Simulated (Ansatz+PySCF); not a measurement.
Values are calculated unless marked as measured or tabulated.
# Several solutions for singlet BeO

```xyz
2

Be    0.0000    0.0000   -1.3385
O     0.0000    0.0000    0.6692
```

Basis set: cc-pVDZ (spherical functions). Charge 0, multiplicity 1.

r²SCAN (unrestricted) was run from several starts with Ansatz (development build ahead of 0.2.0).

```csv
run,program,start,converged,energy (hartree),<S²>
A,Ansatz,search for the lowest state,yes,-89.76732,–
B,Ansatz,"atomic start, no search",yes,-89.72245,–
C,Ansatz,stability test followed,yes,-89.76732,–
```

Task: Which runs reached the lowest solution of this kind, and what is wrong with the others?

Result: A, C reached the lowest solution found. Converged but too high: B by 1.22 eV. Convergence only shows a stationary point, and even a stable one can lie too high; stability tests and further starts are what find lower ones. Caution: the unrestricted determinant is spin contaminated.
